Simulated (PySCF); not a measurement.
**Fractional electron number in Cu⁻ (copper, charge -1)**

The 4s beta orbital of [Ar] 3d10 4s2 is emptied in steps (occupation f), with all orbitals relaxed, ending at [Ar] 3d10 4s1. Calculation: PySCF 2.14, in aug-pcseg-2 (7s5p4d3f2g, 81 functions); no relativity, point nucleus. The exact energy is a straight line in f; departures are measured from the line between the end points of the same method.

| f | LDA (eV) | PBE (eV) |
| --- | --- | --- |
| 1 | 0.000 | 0.000 |
| 0.9 | -0.220 | -0.213 |
| 0.7 | -0.529 | -0.510 |
| 0.5 | -0.645 | -0.623 |
| 0.3 | -0.554 | -0.535 |
| 0.1 | -0.242 | -0.234 |
| 0 | 0.000 | 0.000 |

```
method  E(f=0) − E(f=1) (eV)  −ε at f=1 (eV)  −ε at f=0.5 (eV)
   LDA                 1.491          -0.923             1.416
   PBE                 1.285          -1.045             1.210
```

Orbital energy along the path (eV):

```tsv
f	LDA	PBE
1	0.923	1.045
0.9	0.500	0.635
0.7	-0.414	-0.247
0.5	-1.416	-1.210
0.3	-2.491	-2.247
0.1	-3.620	-3.344
0	-4.201	-3.898
```

At f = 1 the orbital energy is positive for LDA, PBE: only the finite basis holds the electron.

Reference removal energy between the ground levels: 1.236 eV (measured; photodetachment measurements, as compiled on the Wikipedia data page of electron affinities).
